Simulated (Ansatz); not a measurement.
A further run on (Br2Ga-mu-SH)2 (Ga₂H₂S₂Br₄).

```yaml
crystal:
  periodic: [false, false, false]
  atoms:
    - {symbol: Ga, position_ang: [0.851580, 1.369004, -0.246803]}
    - {symbol: Br, position_ang: [-0.052136, 3.340541, -0.955341]}
    - {symbol: Br, position_ang: [3.086458, 1.093806, 0.201654]}
    - {symbol: S, position_ang: [-0.411833, 0.587490, 1.628277]}
    - {symbol: Ga, position_ang: [-1.270259, -1.020057, 0.078535]}
    - {symbol: Br, position_ang: [-3.417618, -0.448814, -0.439341]}
    - {symbol: Br, position_ang: [-0.655678, -3.119632, 0.775403]}
    - {symbol: S, position_ang: [0.145704, -0.365695, -1.735240]}
    - {symbol: H, position_ang: [0.575082, -0.227961, 2.076743]}
    - {symbol: H, position_ang: [1.148699, -1.208682, -1.383877]}
basis:
  gaussian: {orbitals: def2-mTZVPP}
hamiltonian: {xc: {name: PBE}, dispersion: d4}
scf: {omitted_lower_state_checks: [starts]}
```

```sh
$ ansatz run in.yaml --threads 2 --pin off --events-out ev --progress --plain --max-ram 32768MiB --backend cuda --devices 0, --max-vram 18GiB
```

Shortened log:

```
Functional definition: PBE
2826 factors; their error is unknown
mean field evaluation 1: about -406584.0941 eV, gradient 5.3e1 eV
mean field evaluation 2: about -406579.3905 eV, gradient 8.6e1 eV
mean field evaluation 4: about -406587.3995 eV, gradient 4.5e0 eV
mean field evaluation 8: about -406587.3263 eV, gradient 1.5e-1 eV
mean field evaluation 16: about -406587.3263 eV, gradient 8.1e-5 eV
mean field -406587.32631719 eV, -14941.8086473684 hartree, gradient 8.1e-5 eV, S^2 0.000000; 0 other end points of the search recorded, 0 dependent functions left out
reference -406587.32636542 eV, -14941.8086491409 hartree; 118, 118 occupied and 162, 162 virtual orbitals, 2826 factors
Total energy: -406588.04776895 eV, -14941.8351602318 hartree
Checks for a lower state left out: starts
```

It took 6.5 s on 2 threads of AMD EPYC 7R13 on a shared host and a share (18 GiB) of an NVIDIA H100 80GB HBM3, peak host memory 0.9 GiB.
